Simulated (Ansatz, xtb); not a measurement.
# C4H3BrN2O: which of two isomers lies lower

We compare X, `O=Cc1c[nH]c(Br)n1`, a singlet, with Y, `O=Cc1[nH]cnc1Br`, a singlet. Both are isolated molecules in the gas phase, relaxed with PBE-D3(BJ)/def2-SVP; the shapes shown needn't be the lowest conformers.

X (Å):

| atom | x (Å) | y (Å) | z (Å) |
| --- | --- | --- | --- |
| C | 0.9806 | 2.8943 | -1.3046 |
| C | -0.1005 | 1.9342 | -1.0351 |
| C | -0.4451 | 0.8221 | -1.8047 |
| C | -1.7534 | 1.0228 | -0.0305 |
| Br | -3.1423 | 0.5718 | 1.1494 |
| N | -1.5044 | 0.2495 | -1.1486 |
| N | -0.9339 | 2.0376 | 0.0691 |
| O | 1.7290 | 2.8281 | -2.2681 |
| H | 1.0571 | 3.7109 | -0.5278 |
| H | -0.0218 | 0.4243 | -2.7322 |
| H | -2.0206 | -0.5889 | -1.4217 |

Y (Å):

```yaml
atoms:
  - { symbol: C, position_ang: [-0.9605, 0.5404, -1.1035] }
  - { symbol: C, position_ang: [-0.2865, -0.5920, -0.4885] }
  - { symbol: C, position_ang: [0.8230, -2.5105, -0.4238] }
  - { symbol: C, position_ang: [-0.0078, -0.9978, 0.8288] }
  - { symbol: Br, position_ang: [-0.4879, -0.0743, 2.3903] }
  - { symbol: N, position_ang: [0.2679, -1.5980, -1.2625] }
  - { symbol: N, position_ang: [0.6700, -2.1703, 0.8582] }
  - { symbol: O, position_ang: [-1.0711, 0.6600, -2.3212] }
  - { symbol: H, position_ang: [-1.3721, 1.2971, -0.3790] }
  - { symbol: H, position_ang: [0.2259, -1.5857, -2.2860] }
  - { symbol: H, position_ang: [1.3327, -3.4153, -0.7800] }
```

Which of the two would you expect CCSD(T)/def2-SVP + ΔMP2/def2-TZVPP electronic energies to favour?

Structure Y; the calculation gives E(Y) − E(X) = −2.7 kcal/mol.

Level by level:

```json
{"level": "GFN2-xTB", "geometry": "GFN2-xTB", "E(Y) − E(X) (kcal/mol)": "−2.5", "departure from the last row (kcal/mol)": "+0.2", "job, with rough time for the two": "optimisation, 0.12 s"}
{"level": "HF/STO-3G", "geometry": "GFN2-xTB", "E(Y) − E(X) (kcal/mol)": "+0.1", "departure from the last row (kcal/mol)": "+2.8", "job, with rough time for the two": "single point, 0.72 s"}
{"level": "r2SCAN-D4/def2-SVP", "geometry": "GFN2-xTB", "E(Y) − E(X) (kcal/mol)": "−3.6", "departure from the last row (kcal/mol)": "−0.9", "job, with rough time for the two": "single point, 6.9 s"}
{"level": "PBE-D3(BJ)/def2-SVP", "geometry": "PBE-D3(BJ)/def2-SVP", "E(Y) − E(X) (kcal/mol)": "−3.7", "departure from the last row (kcal/mol)": "−1.0", "job, with rough time for the two": "optimisation, 28 s"}
{"level": "HF/def2-SVP", "geometry": "PBE-D3(BJ)/def2-SVP", "E(Y) − E(X) (kcal/mol)": "−1.2", "departure from the last row (kcal/mol)": "+1.5", "job, with rough time for the two": "part of the CCSD(T) run"}
{"level": "MP2/def2-SVP", "geometry": "PBE-D3(BJ)/def2-SVP", "E(Y) − E(X) (kcal/mol)": "−2.9", "departure from the last row (kcal/mol)": "−0.2", "job, with rough time for the two": "part of the CCSD(T) run"}
{"level": "CCSD(T)/def2-SVP", "geometry": "PBE-D3(BJ)/def2-SVP", "E(Y) − E(X) (kcal/mol)": "−2.3", "departure from the last row (kcal/mol)": "+0.4", "job, with rough time for the two": "single point"}
{"level": "CCSD(T)/def2-SVP + ΔMP2/def2-TZVPP", "geometry": "PBE-D3(BJ)/def2-SVP", "E(Y) − E(X) (kcal/mol)": "−2.7", "departure from the last row (kcal/mol)": "", "job, with rough time for the two": "single point, 3.2 min"}
```

As drawn, both hold the same kinds of bond in the same numbers.

HF/STO-3G finds them nearly level. The largest departure from CCSD(T)/def2-SVP + ΔMP2/def2-TZVPP is that of HF/STO-3G, 2.8 kcal/mol. The last row adds to CCSD(T) the change of the MP2 difference between the two basis sets, here −0.4 kcal/mol.

With thermal terms from frequencies at re-optimised GFN2-xTB minima (ideal gas, soft modes damped towards free rotors, one conformer each, 298.15 K, 1 atm): the zero-point term adds +0.2 kcal/mol; ΔH is −2.5 and ΔG −2.4 kcal/mol.

The correlated steps freeze 16 core orbitals; the filled d shell of Br is correlated, in a basis made for valence electrons. Codes used: Ansatz 0.2.0, xtb 6.7.1; the last row on 2 threads of Arm Neoverse V2 on a shared host.
